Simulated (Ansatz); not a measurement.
Task: Predict a relaxed structure of MnCl2, charge 0, sextet, at PBE-D4/def2-TZVP (Ansatz).

Result: 
```xyz
3

Mn    0.003   -0.002    0.004
Cl   -1.801   -0.331    1.157
Cl    1.798    0.333   -1.161
```
Point group D∞h (tolerance 0.1 Å). The metal has 2 neighbours: Cl 2.17 Å, Cl 2.17 Å. This is one stationary point.
